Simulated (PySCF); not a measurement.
**UHF on Ca¹⁴⁺ (calcium, charge +14)**

Configuration: [He] 2s2 2p2, high-spin 3P determinant. Calculation: PySCF 2.14, in an even-tempered Gaussian basis (18 s from 2.1 bohr⁻², ratio 2.2; 11 p from 2.7 bohr⁻², ratio 2.2; 6 d from 13 bohr⁻², ratio 2.4; 5 f from 19 bohr⁻², ratio 2.4; 5 g from 29 bohr⁻², ratio 2.4); no relativity, point nucleus.

| Property | Result |
| --- | --- |
| Total energy | -537.874636 hartree |
| One-electron energy | -596.8351 hartree |
| Hartree (Coulomb) energy | 79.7486 hartree |
| Exchange energy | -20.7882 hartree |
| Kinetic energy | 537.87515 hartree |
| ⟨S²⟩ | 2.0004 |
| ⟨L²⟩ | 2.001 |
| Sum of ⟨r⟩ | 1.405 bohr |
| Sum of ⟨r²⟩ | 0.4832 bohr² |
| Traceless quadrupole moment −½Σ⟨3z² − r²⟩ along its main axis | 0.0407 e·bohr² |
| Density at the nucleus (Gaussians lack the cusp) | 5320 bohr⁻³ |
| Spin density at the nucleus | 0.265 bohr⁻³ |

```
shell  electrons  mean orbital energy (hartree)  rms radius, mean of both spins (bohr)
 1s α          1                     -172.51225                                 0.0889
 1s β          1                     -172.01028                                 0.0889
 2s α          1                      -34.87397                                  0.363
 2s β          1                      -33.76883                                  0.363
 2p α          2                      -32.87442                                  0.319
```

Spin-orbit constants ζ (cm⁻¹) from the X2C one-electron operator on these orbitals (non-relativistic here): bare nucleus, nucleus screened by l(l+1)(2l+1)/3 electrons, and screened by the Breit-Pauli mean field of the electrons.

| shell | bare | screened nucleus | mean field |
| --- | --- | --- | --- |
| 2p | 26490 | 23840 | 22950 |

To first order the Landé constant is A = 11480 cm⁻¹, so the lowest level has J = 0 and lies 2.85 eV below the centre of the term. This holds in LS coupling only.
